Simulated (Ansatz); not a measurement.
Cd7S6Cl2, a halide-capped nanocrystal cut from wurtzite CdS (2 Cl on the cations). Total charge 0; singlet. Geometry r2SCAN-D4/def2-SVP.

Cartesian coordinates in Å:
```
S 3.1660 3.8680 0.4706
Cd 1.8344 2.7150 2.0761
S 0.3940 0.9738 0.6943
Cd -0.3662 0.0268 2.8980
S -1.5775 -1.9142 3.5009
Cd 2.4416 2.1705 -1.0109
S 2.3129 0.3117 -2.6027
Cd 1.0574 -0.9669 -0.7004
S -0.3247 -2.9614 -0.8799
Cd -1.6991 -2.4907 1.1874
Cd 0.0662 0.3292 -3.4686
S -2.1635 -0.1160 -3.9437
Cd -2.1706 -1.6795 -2.1013
Cl 0.8585 1.9420 4.1856
Cl -3.8294 -2.2083 -0.3053
```

In the def2 sets Cd takes a core potential; there is no spin–orbit coupling. Single mean-field runs in def2-TZVP are fitted with def2-universal-jkfit.

Q: Estimate the orbital energies around the gap (eV) in Ansatz with HF/def2-TZVP, PBE-D4/def2-SVP, r2SCAN-D4/def2-TZVP, PBE0-D4/def2-SVP, CAM-B3LYP-D4/def2-TZVP.

A: 
```tsv
orbital	HF/def2-TZVP	PBE-D4/def2-SVP	r2SCAN-D4/def2-TZVP	PBE0-D4/def2-SVP	CAM-B3LYP-D4/def2-TZVP
HOMO−5	-10.10	-6.74	-7.01	-7.83	-8.97
HOMO−4	-9.94	-6.55	-6.82	-7.63	-8.76
HOMO−3	-9.74	-6.40	-6.65	-7.44	-8.59
HOMO−2	-9.64	-6.17	-6.45	-7.28	-8.51
HOMO−1	-9.53	-6.10	-6.38	-7.20	-8.42
HOMO	-9.17	-5.64	-5.93	-6.75	-8.01
LUMO	-0.13	-3.58	-3.44	-2.89	-2.04
LUMO+1	0.72	-2.91	-2.79	-2.13	-1.27
LUMO+2	0.74	-2.83	-2.69	-2.07	-1.22
LUMO+3	1.06	-2.62	-2.54	-1.86	-0.94
LUMO+4	1.20	-2.47	-2.36	-1.70	-0.82
LUMO+5	1.45	-2.21	-2.10	-1.48	-0.66
```
